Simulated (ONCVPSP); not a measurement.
## Tb (Z = 65): variants of one ONCV potential

Base potential:

Tb (Z = 65), optimised norm-conserving Vanderbilt (ONCV), made with ONCVPSP 4.0.1 (PBE, non-relativistic). Core [Kr], reference 4d10 4f8.5 5s2 5p6 5d0.5 6s2. Waves: 5s+6s: rc 2.55 bohr, ncon 4, nbas 7, qcut 5.1 1/bohr, 2 projectors; 5p: rc 2.15 bohr, ncon 4, nbas 8, qcut 6.3 1/bohr, 2 projectors, debl 1.9 Ha; 4d+5d: rc 1.20 bohr, ncon 4, nbas 9, qcut 14 1/bohr, 2 projectors; 4f: rc 0.75 bohr, ncon 4, nbas 9, qcut 26.1 1/bohr, 1 projector. Local part: polynomial inside 0.50 bohr (lpopt 5, dvloc0 0 Ha). Core correction: Teter function, fcfact 3.75, rcfact 1.35.

All-electron outer shells of the reference configuration (PBE, non-relativistic, ld1.x):

```tsv
shell	level (eV)	outermost node (bohr)	outermost maximum (bohr)
4p	-269.42	0.29	0.54
4d	-152.73	0.26	0.55
5s	-42.94	0.68	1.25
5p	-25.59	0.71	1.38
4f	-10.06	–	0.54
6s	-3.67	1.70	3.67
5d	-2.62	0.78	1.94
```

Cutoffs, loose and tight: the cutoffs (Ha) at which the residual kinetic energy of the hardest occupied pseudo-wave falls to 1 and 0.1 mHa per electron. They do not see the model core or the augmentation charge, which bear on the density cutoff. Test errors are all-electron minus pseudo excitation energies from the reference, over the configurations 4d10 4f9 5s2 5p6 5d0 6s2; 4d10 4f9 5s2 5p6 5d0 6s1; 4d10 4f9 5s2 5p6 5d0 6s0; 4d10 4f8 5s2 5p6 5d0 6s2. A dash means not determined; rows that change the core or the reference have their own tests.

A true bound ghost makes a file unfit for plane-wave use even where its test errors are small: the radial tests pick states by their node count and pass the ghost by.

| change | outcome | cutoff, loose | cutoff, tight | bound ghosts | GHOST(+) flags above zero | largest test error (meV) |
| --- | --- | --- | --- | --- | --- | --- |
| base | generated | 246 Ha | 276 Ha | s, p | none | tests left out (the all-electron energies of this program are off by 10 to 40 meV for near-neutral 4f atoms) |
| d: nbas 8 | generated | 246 Ha | 276 Ha | s, p | none | tests left out (the all-electron energies of this program are off by 10 to 40 meV for near-neutral 4f atoms) |
| d: rc 1.28 | generated | 246 Ha | 276 Ha | s, p | none | tests left out (the all-electron energies of this program are off by 10 to 40 meV for near-neutral 4f atoms) |
| local potential polynomial inside 0.50 bohr (lpopt 5, dvloc0 1 Ha) | generated | 246 Ha | 276 Ha | s, p | none | tests left out (the all-electron energies of this program are off by 10 to 40 meV for near-neutral 4f atoms) |

Task: What comes out with this change to the base: reference 4d10 4f9 5s2 5p6 6s1.5; wave 4d+5d: rc 1.20 bohr, ncon 4, nbas 9, qcut 14 1/bohr, 2 projectors becomes 4d: rc 1.20 bohr, ncon 4, nbas 9, qcut 14 1/bohr, 2 projectors, debl 2 Ha?

Result: outcome: generated, projector energies reset by the program; cutoff, loose: 246 Ha; cutoff, tight: 276 Ha; bound ghosts: s, p; GHOST(+) flags above zero: none; largest test error (meV): tests left out (the all-electron energies of this program are off by 10 to 40 meV for near-neutral 4f atoms).

Task: What comes out with this change to the base: f: ncon 5, nbas 10?

Result: outcome: generated; cutoff, loose: 255 Ha; cutoff, tight: 285 Ha; bound ghosts: s, p; GHOST(+) flags above zero: none; largest test error (meV): tests left out (the all-electron energies of this program are off by 10 to 40 meV for near-neutral 4f atoms).

Task: What comes out with this change to the base: f: qcut 29.9?

Result: outcome: generated; cutoff, loose: 285 Ha; cutoff, tight: 324 Ha; bound ghosts: s, p; GHOST(+) flags above zero: none; largest test error (meV): tests left out (the all-electron energies of this program are off by 10 to 40 meV for near-neutral 4f atoms).
